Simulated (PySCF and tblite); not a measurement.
Results of a calculation; reference values are marked as such.
Stationary points of C5H9FOSi at GFN2-xTB, in Å:

Structure A

```
 1 C    -2.947   -0.717   -0.659
 2 C    -1.962    0.148   -0.440
 3 C    -0.588   -0.200   -0.131
 4 C    -0.190   -1.642   -0.039
 5 C     0.303    0.781    0.067
 6 O     1.599    0.541    0.358
 7 Si    2.890    1.462    0.647
 8 F     3.993    0.334    0.895
 9 H    -3.945   -0.383   -0.884
10 H    -2.799   -1.782   -0.625
11 H    -2.167    1.210   -0.487
12 H    -0.766   -2.144    0.737
13 H     0.867   -1.722    0.199
14 H    -0.379   -2.146   -0.986
15 H     0.020    1.825    0.002
16 H     3.301    2.223   -0.521
17 H     2.763    2.223    1.878
```

Structure B

```
 1 C    -2.841    0.350   -0.098
 2 C    -1.960   -0.504   -0.606
 3 C    -0.525   -0.543   -0.360
 4 C     0.185   -1.800   -0.774
 5 C     0.141    0.482    0.183
 6 O     1.472    0.440    0.408
 7 Si    2.555    1.473    1.006
 8 F     3.881    0.588    0.903
 9 H    -3.886    0.288   -0.346
10 H    -2.562    1.135    0.584
11 H    -2.316   -1.288   -1.263
12 H    -0.236   -2.659   -0.253
13 H     1.244   -1.732   -0.544
14 H     0.066   -1.964   -1.845
15 H    -0.352    1.404    0.460
16 H     2.744    2.636    0.155
17 H     2.332    1.758    2.413
```

Structure C

```
 1 C    -2.940   -0.257   -0.019
 2 C    -1.906   -0.101   -0.824
 3 C    -0.504   -0.335   -0.414
 4 C    -0.021   -1.754   -0.477
 5 C     0.267    0.672   -0.021
 6 O     1.558    0.497    0.356
 7 Si    2.718    1.476    0.892
 8 F     3.909    0.429    1.087
 9 H    -3.953   -0.102   -0.352
10 H    -2.813   -0.541    1.013
11 H    -2.054    0.183   -1.859
12 H    -0.632   -2.384    0.168
13 H     1.016   -1.813   -0.160
14 H    -0.108   -2.134   -1.494
15 H    -0.104    1.689    0.019
16 H     3.149    2.436   -0.111
17 H     2.419    2.038    2.199
```

Level: PBE0/pcSseg-1 + D3(BJ), IEF-PCM chloroform on GFN2-xTB stationary points, with GFN2-xTB thermal terms.

**Question.** Which structure is a saddle point, and along which motion?

**Answer.** C: one imaginary mode (112i cm⁻¹ at GFN2-xTB, mostly on C1, H10, H11), along the rotation about the C2–C3 bond (torsion C1–C2–C3–C4 from 0° to 165°, rising).

**Question.** Give their symmetry and energies above the lowest.

**Answer.** A Cs, 0.0 kcal/mol; B C1, 4.5 kcal/mol; C C1, 7.5 kcal/mol.
